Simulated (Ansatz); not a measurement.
```yaml
crystal:
  periodic: [false, false, false]
  atoms:
    - {symbol: Cl, position_ang: [-1.869306, 0.072080, 0.742374]}
    - {symbol: In, position_ang: [0.256678, -0.686978, -0.413444]}
    - {symbol: Ga, position_ang: [0.014590, 1.834830, 0.838533]}
    - {symbol: H, position_ang: [0.191608, -2.229465, -1.100002]}
    - {symbol: H, position_ang: [0.312131, 0.972875, -1.142375]}
    - {symbol: H, position_ang: [1.136201, -0.027343, 1.028714]}
basis:
  gaussian: {orbitals: def2-SVPD}
magnetization: {spin_polarized: true, initial_magnetization: 4}
hamiltonian: {xc: {name: SVWN5}}
output: {forces: true}
```

```sh
$ ansatz run in.yaml --threads 2 --pin off --events-out ev --progress --plain --max-ram 4352MiB
```

Shortened log:

```
Functional definition: SVWN5
1236 factors; their error is unknown
mean field evaluation 1: about -69971.8451 eV, gradient 2.2e1 eV
mean field evaluation 2: about -69961.8053 eV, gradient 4.1e1 eV
mean field evaluation 4: about -69973.7802 eV, gradient 2.7e0 eV
mean field evaluation 8: about -69973.8619 eV, gradient 4.0e-1 eV
mean field evaluation 16: about -69973.8365 eV, gradient 5.2e-4 eV
mean field -69973.83651954 eV, -2571.4910621230 hartree, gradient 1.2e-5 eV, S^2 6.005107; 10 other end points of the search recorded, 0 dependent functions left out
reference -69973.83656573 eV, -2571.4910638206 hartree; 38, 34 occupied and 83, 87 virtual orbitals, 1236 factors
Total energy: -69973.83656573 eV, -2571.4910638206 hartree
Atom 0 at    -1.869306     0.072080     0.742374 Å, force     0.338094     0.550828     0.125413 eV/Å
Atom 1 at     0.256678    -0.686978    -0.413444 Å, force    -0.576222    -1.885188    -0.649687 eV/Å
Atom 2 at     0.014590     1.834830     0.838533 Å, force    -0.351574     0.667966     0.438787 eV/Å
Atom 3 at     0.191608    -2.229465    -1.100002 Å, force     0.207055    -0.969273    -0.524565 eV/Å
Atom 4 at     0.312131     0.972875    -1.142375 Å, force     0.222266     0.780938     0.388438 eV/Å
Atom 5 at     1.136201    -0.027343     1.028714 Å, force     0.160381     0.854729     0.221613 eV/Å
Dipole moment:     0.319656    -0.178532    -0.203015 e Å
```

Question: Something in this input is off. What?

Answer: The spin is set far too high for this molecule. Self-consistency was reached. The result belongs to that input, not to the molecule as meant.
